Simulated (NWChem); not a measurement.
System: BNH4O2; SMILES NB(O)O

```xyz
8

B      0.0000     0.0063     0.0000
O     -1.2223     0.6422     0.0000
H     -1.1730     1.5997     0.0000
O      1.2097     0.6660     0.0000
H      1.1416     1.6224     0.0000
N      0.0139    -1.4020     0.0000
H      0.8716    -1.9320     0.0000
H     -0.8331    -1.9489     0.0000
```
Atoms are numbered in this order, from 1.

Coordinates come from a PBE0/def2-SVP optimisation.

Question: Give the principal values of the shielding tensors (ppm) of B1, O2, N6 from B3LYP/6-31G* (spherical d), GIAO (NWChem), with their diamagnetic and paramagnetic parts as GIAO splits them.

Answer: 
```csv
atom,σ11,σ22,σ33,isotropic,diamagnetic,paramagnetic
B1,81.8,98.6,104.1,94.8,201.3,-106.4
O2,217.3,266.3,296.9,260.2,389.4,-129.2
N6,198.0,218.7,254.9,223.8,319.5,-95.7
```
